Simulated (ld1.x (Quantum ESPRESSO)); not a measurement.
## O (Z = 8): RRKJ pseudisation with BP86, non-relativistic reference atom.

```
Element                 : oxygen
Generator               : ld1.x (Quantum ESPRESSO) 7.5
Type                    : norm-conserving RRKJ (Kleinman–Bylander form)
Functional              : BP86
Relativity              : non-relativistic
Frozen core             : [He]
Valence charge          : 6
Reference configuration : 2s1.5 2p4.5
Partial waves           : 2s (bound): rc 0.55 bohr; 2p (bound): rc 1.65 bohr
Local potential         : all-electron potential smoothed inside 1.25 bohr (lloc = -1)
Core correction         : a·sin(br)/r model core, default radius (core density twice the valence density)
```

All-electron outer shells of the reference configuration (BP86, non-relativistic, ld1.x):

```json
{"shell": "2s", "level (eV)": "-24.25", "outermost node (bohr)": "0.28", "outermost maximum (bohr)": "0.87"}
{"shell": "2p", "level (eV)": "-9.35", "outermost node (bohr)": "–", "outermost maximum (bohr)": "0.82"}
```

Problem. Does the generator finish with these settings?

Solution. No. ld1.x (Quantum ESPRESSO) 7.5 stopped with "compute_chi: n is too large": the Bessel-function wave could not be built (negative determinant in compute_phi), and the routine for χ then failed on it.
